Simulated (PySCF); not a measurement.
Working out the excitation energy of Be

Be [He] 2s2 (1S) → Be [He] 2s1 2p1 (3P). All numbers are calculated (PySCF 2.14, scalar relativity by spin-free X2C-1e, in x2c-TZVPPall (5s3p1d, 19 functions)). Frozen: nothing. Energies in hartree (1 hartree = 27.21139 eV):

```tsv
part	Be (lower)	Be (upper)
UHF	-14.575079	-14.514895
MP2 opposite-spin	-0.053768	-0.027289
MP2 same-spin	-0.000924	-0.002971
```

Problem. What does Hartree-Fock give?

Solution. (-14.514895) − (-14.575079) = 0.060184 hartree = 1.638 eV.

Problem. What do MP2 and SCS-MP2 (6/5 opposite-spin, 1/3 same-spin) give?

Solution. The opposite-spin parts differ by 0.721 eV and the same-spin parts by -0.056 eV. MP2: 1.638 + (0.721) + (-0.056) = 2.303 eV. SCS-MP2: 1.638 + 1.2 × (0.721) + (-0.056)/3 = 2.485 eV.

Measured between the centres of the two terms (NIST): 2.725 eV, so MP2 (valence and next inner shell) is off by -0.422 eV.

What remains against the reference includes basis incompleteness and correlation beyond second order.
